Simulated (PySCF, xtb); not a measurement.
(E)-1-bromo-2-chloro-1-fluoroethene (C₂HBrClF), SMILES F/C(Br)=C\Cl.

GFN2-xTB (xtb 6.7.1) at its own geometry gives an orbital gap of 4.06 eV and a dipole moment of 2.15 D.

Geometry optimised at ωB97X-D3(BJ)/def2-SVP.

Question: What does CAM-B3LYP/def2-TZVP in PySCF give? (The exact figures need the calculation; the answer reports its results.)

Answer: gap 9.25 eV (levels -8.64 and 0.61 eV), dipole 1.38 D.
